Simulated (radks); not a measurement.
Results of a calculation; reference values are marked as such.
Task: Successive ionisation energies (eV) of one element, from differences of total energies of ions in their ground configurations, starting at charge 22: 729.30, 763.34, 807.99, 843.64, 879.00, 967.87, 1007.8, 1809.7, 1896.1, 1983.7, 2072.3, 2161.7, 2278.8, 2373.2, 2468.6, 2564.9, 2662.1, 2930.8, 3015.2, 3098.4, 3209.1, 3296.0. Level of theory: non-relativistic Kohn-Sham, PBE, spin-polarised, spherical densities, point nucleus; open shells are filled with parallel spins first (spin-orbit coupling, left out, can overturn this in heavy ions); relativity is left out, which matters for an element this heavy (a radial shooting solver on a logarithmic mesh with Libxc functionals). Which element is it?

Result: Lanthanum (Z = 57). The first species listed is La22+ in [Ar] 3d10 4s2 4p5, the last La43+ in [Ne] 3s2 3p2.
